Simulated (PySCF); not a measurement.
Positional isomers: butadiene ethynyl. Isolated molecules, 0 K electronic values unless said otherwise. One relaxed conformer stands for each flexible species; it need not be the lowest. Strings in code marks are SMILES.

The numbers are results of PBE-D3(BJ)/def2-TZVP // B3LYP-D3(BJ)/def2-TZVP run with PySCF, not measurements. All candidates: neutral, multiplicity 1. Delta-SCF ions had no search for a lower state. Excitations are Tamm–Dancoff values on a coarser integration grid. The basis has no diffuse functions, so Rydberg states are missing or too high.

The HOMO is -5.88 eV and the brightest of the four lowest singlets (TDA) comes out as 5.33 eV. The vertical ionisation energy (Delta-SCF) is 8.61 eV.

Problem. Say which member has these values.
A) `C#CC(=C)C=C`
B) `C#C/C=C/C=C`
C) `C#C/C=C\C=C`

Solution. A, `C#CC(=C)C=C`. The others give `C#C/C=C\C=C`: -5.66 eV, 4.85 eV, 8.35 eV; `C#C/C=C/C=C`: -5.64 eV, 4.98 eV, 8.31 eV
